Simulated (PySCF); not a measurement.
**Two-component Hartree-Fock for Cr (chromium, neutral)**

Start: [Ar] 3d5 4s1; 3d5/2 filled at m_j = -3/2, -1/2, +1/2, +3/2, +5/2; 4s1/2 filled at m_j = +1/2. Calculated with PySCF 2.14 in x2c-TZVPall-2c: generalised Hartree-Fock with the X2C-1e Hamiltonian and a Gaussian nucleus; one run each with spin-orbit coupling (SO) switched off, then screened by Boettger's factors. This is a chosen level, not necessarily the ground level.

| spinor shell | electrons | ε, spin-free (eV) | ε, screened SO (eV) | weight of nominal j (screened SO) | rms radius, screened SO (bohr) |
| --- | --- | --- | --- | --- | --- |
| 1s1/2 | 2 | -6041.8 | -6041.8 | 1.000 | 0.0734 |
| 2s1/2 | 2 | -722.75 | -722.74 | 1.000 | 0.316 |
| 2p1/2 | 2 | -604.02 | -610.16 | 0.983 | 0.286 |
| 2p3/2 | 4 | -604.02 | -601.00 | 0.991 | 0.288 |
| 3s1/2 | 2 | -90.951 | -90.949 | 1.000 | 0.971 |
| 3p1/2 | 2 | -56.143 | -56.517 | 0.664 | 1.06 |
| 3p3/2 | 4 | -56.143 | -55.963 | 0.832 | 1.06 |
| 3d5/2 | 5 | -9.979 | -9.979 | 0.595 | 1.60 |
| 4s1/2 | 1 | -6.168 | -6.168 | 1.000 | 3.90 |

| quantity | spin-free | screened SO |
| --- | --- | --- |
| E (hartree) | -1049.63734 | -1049.64898 |
| M_J | 3 | 3 |
| ⟨J²⟩ | 12.000 | 12.000 |
| ⟨L²⟩ | 0.000 | 0.001 |
| ⟨S²⟩ | 12.000 | 12.000 |

Each row is a mean over spinors that exchange with the open shell spreads, by up to 11.775 eV (3p3/2).

Rows whose weight is well below 1 are mixtures of j = l ± 1/2: exchange outweighs spin-orbit coupling there, and the label is only the starting occupation.

Without spin-orbit coupling the j labels of p, d and f shells carry no meaning; the spin-free column gives the mean over the occupied spinors of each nl shell.
